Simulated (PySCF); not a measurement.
Correlation energy of Se²⁺ (selenium, charge +2)

[Ar] 3d10 4s2 4p2, high-spin 3P determinant. Calculation: PySCF 2.14, in def2-SVP; no relativity, point nucleus. Frozen: [Ar] 3d10; 4 electrons correlated.

MP2 pair energies summed by pair of shells (mhartree):

```json
{"pair": "4s-4p", "energy": "-28.10", "share (%)": "60.6"}
{"pair": "4s-4s", "energy": "-13.50", "share (%)": "29.1"}
{"pair": "4p-4p", "energy": "-4.75", "share (%)": "10.2"}
```

Total MP2 correlation energy: -46.35 mhartree.

Same-spin part -7.36 and opposite-spin part -38.99 mhartree; SCS-MP2 scales them by 1/3 and 6/5 to -49.24 mhartree.

```json
{"level": "CCSD", "correlation energy (mhartree)": "-63.90"}
{"level": "(T)", "correlation energy (mhartree)": "-0.71"}
{"level": "CCSD(T)", "correlation energy (mhartree)": "-64.61"}
```

Diagnostics: T1 = 0.0063, D1 = 0.0174, largest double amplitude 0.099.

Is a single reference adequate?

Mostly. T1 lies below 0.03, but a double amplitude of this size points to a near-degeneracy that CCSD handles and MP2 describes poorly.
